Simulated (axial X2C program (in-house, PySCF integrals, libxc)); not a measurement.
## Testing model relations on RuF⁺

A bond curve at the CCSD(T) level, with spin–orbit coupling, was computed with an in-house all-electron X2C program for linear molecules (integrals from PySCF) (basis Ru dyall-cv3z [12s12p8d5f3g], F dyall-av3z [7s6p3d2f] (cores contracted in-house)) for the state Ω = 4 (⟨Sz⟩ = 1.99, ⟨Lz⟩ = 2.01 at HF). Its fit gives Re = 1.8314 Å, ωe = 708.5 cm⁻¹, ωexe = 2.59 cm⁻¹ and αe = 1.678e-03 cm⁻¹; the masses are 101.9043 and 18.9984 u. Two-component means X2C with spin–orbit coupling and atomic mean-field Coulomb and Gaunt terms.

Correlated methods: 14 electrons correlated (number of frozen shells: Ru 4 s, 3 p, 1 d; F 1 s), 290 virtual spin orbitals or spinors in MP2, 90 natural virtuals in coupled cluster.

Q: Find the reduced mass, Be and the force constant.

A: From the CCSD(T) values: μ = 16.0130 u. Be = 16.8576/(μ Re²) = 0.3139 cm⁻¹. k = 5.8918×10⁻⁷ μ ωe² = 4.74 mdyn/Å.

Q: A Morse curve ties αe to the other constants (Pekeris). How well does that hold?

A: αe(Morse) = 6Be²/ωe × (√(ωexe/Be) − 1) = 1.562e-03 cm⁻¹; the CCSD(T) curve gives 1.678e-03 cm⁻¹, a ratio of 0.93.

Q: Estimate the centrifugal constant by the Kratzer relation.

A: D = 4Be³/ωe² = 2.46e-07 cm⁻¹.

Q: Where do the fundamental and the first overtone lie?

A: ν(1←0) = ωe − 2ωexe = 703.3 cm⁻¹; ν(2←0) = 2ωe − 6ωexe = 1401.5 cm⁻¹.

The state is one determinant whose occupation by symmetry is held fixed; it was picked as the lowest of a PBE0 search that is not exhaustive. Coupled cluster ran in a truncated set of natural virtual spinors; the MP2 energy of the rest was added. (T) has no such correction and the atoms are truncated less, which lowers De at CCSD(T) by a hundredth of an eV or more. With several unpaired electrons one determinant need not be a pure state. Open-shell Ω = 0 determinants with evenly filled partner blocks cannot be reached by this program, so the Ω shown need not be the lowest component.
